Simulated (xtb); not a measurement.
C2H6N2OSi, SMILES N[Si@@H]1COC=N1. All values are semi-empirical tight-binding results from xtb (GFN2-xTB unless named), good for trends rather than for accurate numbers. Coordinates come from a GFN2-xTB optimisation. The structure was generated by enumeration; whether it is a known compound was not checked. Other conformers were not sampled.

Task: Estimate the properties. (An estimate is asked for; the answer gives what the named calculation found.)

Result: 
```
Quantity                                               Value
---------------------------------------------  -------------
orbital gap                                          3.87 eV
dipole moment                                         1.55 D
zero-point energy                              54.0 kcal/mol
G − E(el) at 298.15 K (modified RRHO)          34.7 kcal/mol
static polarisability (D4 model)                  70.1 bohr³
solvation energy, GFN2-xTB/ALPB(water)         -4.5 kcal/mol
solvation energy, GFN2-xTB/ALPB(acetonitrile)  -5.7 kcal/mol
```
